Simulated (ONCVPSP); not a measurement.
What one change does to a pseudopotential (V (Z = 23), ONCV)

```json
{"Element": "V (Z = 23)", "Generator": "ONCVPSP 4.0.1", "Type": "optimised norm-conserving Vanderbilt (ONCV)", "Functional": "PBEsol", "Relativity": "fully relativistic", "Frozen core": "[Ne] 3s2", "Valence charge": "11", "Reference configuration": "3p6 3d3 4s2", "Partial waves": "4s: rc 2.70 bohr, ncon 4, nbas 9, qcut 2.7 1/bohr, 3 projectors, debl 3.9 Ha; 3p: rc 1.35 bohr, ncon 5, nbas 9, qcut 11 1/bohr, 2 projectors, debl 1.2 Ha; 3d: rc 1.95 bohr, ncon 4, nbas 9, qcut 8.9 1/bohr, 1 projector; f scattering state at 0.07 Ha: rc 2.20 bohr, ncon 4, nbas 8, qcut 5.1 1/bohr, 1 projector", "Local potential": "polynomial inside 1.15 bohr (lpopt 5, dvloc0 3 Ha)", "Core correction": "Teter function, fcfact 4.75, rcfact 1.2"}
```

Open shells are filled in proportion to 2j + 1.

In the p channel the program set the typed energies aside and used -1.605, 0.250 Ha (j = l + 1/2; the other j can differ).

Change: s: rc 3.92.

Cutoffs: the cutoffs (Ha) at which the residual kinetic energy of the hardest occupied pseudo-wave falls to 1 and 0.1 mHa per electron; they do not see the model core or the augmentation charge, which bear on the density cutoff. Errors are all-electron minus pseudo energies relative to the spin-unpolarised reference configuration.

Task: What does the change do?

Result: The potential gets neither clearly harder nor softer (28 Ha and 44 Ha → 28 Ha and 44 Ha); the d channel sets the loose cutoff, while the largest relative change is in s, which becomes softer; of the 4 tests that both files solve, the error grows in 4 and shrinks in 0 by more than 15 % and 0.3 meV (median size 17.8 → 84.1 meV); neither file shows a bound ghost. More of the atom is replaced by a form fitted at one configuration, so other configurations suffer.

```tsv
quantity	base	changed
cutoff, loose	28 Ha	28 Ha
cutoff, tight	44 Ha	44 Ha
loose cutoff by channel	s 2.9 Ha, p 23 Ha, d 28 Ha	s 2.0 Ha, p 23 Ha, d 28 Ha
bound ghosts	none	none
GHOST(+) flags under 300 eV	s at 138.1 eV	s at 69.7 eV
error for 3p6 3d3 4s1, meV [ΔE 7.75 eV]	-3.9	-47
error for 3p6 3d3 4s0, meV [ΔE 21.95 eV]	-16	-104
error for 3p6 3d2 4s0, meV [ΔE 50.80 eV]	+158	-200
error for 3p6 3d3 4s0 4p2, meV [ΔE 6.88 eV]	-20	-64
p3/2: phases at 1.37 bohr within 0.05 rad from the reference energy up to (Ha; the scan ends near 5)	to the end of the scan	to the end of the scan
p1/2: phases at 1.37 bohr within 0.05 rad from the reference energy up to (Ha; the scan ends near 5)	to the end of the scan	to the end of the scan
d5/2: phases at 1.98 bohr within 0.05 rad from the reference energy up to (Ha; the scan ends near 5)	0.8	0.8
d3/2: phases at 1.98 bohr within 0.05 rad from the reference energy up to (Ha; the scan ends near 5)	0.8	0.8
f7/2: phases at 2.23 bohr within 0.05 rad from the reference energy up to (Ha; the scan ends near 5)	3.7	3.7
f5/2: phases at 2.23 bohr within 0.05 rad from the reference energy up to (Ha; the scan ends near 5)	3.7	3.7
rms error of d²Exc/dni dnj with the model core, mHa	8.03	7.97
```

Base: These tests converged, but a pseudo level misses the all-electron one widely, so the file describes the atom poorly there or has found another state: 3p6 3d3 4s0 4p2: empty 4s by 11.4 eV. Changed file: These tests converged, but a pseudo level misses the all-electron one widely, so the file describes the atom poorly there or has found another state: 3p6 3d3 4s0 4p2: empty 4s by 11.4 eV.
